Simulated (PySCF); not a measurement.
B(Cl)(OH)(OSiH3), H₄BClO₂Si, SMILES OB(Cl)O[SiH3] at its CAM-B3LYP/def2-SVP optimised geometry (Å):

```
9

B     -0.2256     1.0686     0.0440
Cl    -1.3750     2.4310    -0.0039
O      1.1004     1.3128     0.1234
H      1.3223     2.2501     0.1469
O     -0.7037    -0.1833     0.0000
Si    -0.1102    -1.7466     0.0000
H      1.3750    -1.7466     0.0000
H     -0.6215    -2.4251    -1.2165
H     -0.6219    -2.4310     1.2133
```

Level of theory: CAM-B3LYP/def2-TZVP in PySCF. Cells within 0.4 Å of a nucleus heavier than hydrogen are left out (blank, or x).

Map of the electron localisation function on the plane z = 0.0 Å:

```
|0000000000111100000000000000000|
|0000000012334321000000000000000|
|0000000124566652000000000000000|
|0000001356788763000000000000000|
|0000013578899874000144100000000|
|0000135787468873002576410000000|
|0000247881xx3872006997510000000|
|0000257880xx1761028998510000000|
|0000357893xx4861148998410000000|
|0000257888668862467886410000000|
|000014677778860178xx77520000000|
|0000023444344xxx68xx88641000000|
|00000000000120xx487898752000000|
|0000000000146731246888641000000|
|0000000003677886102565310000000|
|000000003688xx77300000000000000|
|000000025788xx77410000000000000|
|0000000146787787411111000000000|
|0000000013577874226999862000000|
|0000000000134100059999998100000|
|00000000000101xx339999999300000|
|00000000000103xx639999999400000|
|000000000012207x149999999300000|
|0000000000134200059999998100000|
|0000000000123321137999994000000|
|0000000000012221012589850000000|
|0000000000001110000124200000000|
|0000000000000000000000000000000|
|0000000000000000000000000000000|
|0000000000000000000000000000000|
|0000000000000000000000000000000|
```
Scale: ten equal steps from 0.000 (start of '0') to 1.000 (end of '9'), in the order '0123456789'; x runs from -4.50 to 4.50, y from -4.50 (bottom) to 4.50 (top).
